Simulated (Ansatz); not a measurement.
Ansatz (a program for electronic structure) input:

Ansatz 0.2 input:
```yaml
crystal:
  periodic: [false, false, false]
  atoms:
    - {symbol: Zn, position_ang: [0.00000000, 0.00000000, 0.00000000]}
    - {symbol: I, position_ang: [-0.00000000, -0.00000000, -2.45913214]}
    - {symbol: I, position_ang: [0.00000000, 0.00000000, 2.45913214]}
basis:
  gaussian:
    orbitals: def2-TZVPP
total_charge: 1
magnetization: {spin_polarized: true, initial_magnetization: 1}
correlation: {method: ccsd_t, electrons: outside_noble_gas}
```

Which total energy does the run end on?

-2371.66145 Eh (CCSD(T)/def2-TZVPP). The basis has 164 functions.

The spin state was set by rule; other spins were not relaxed.
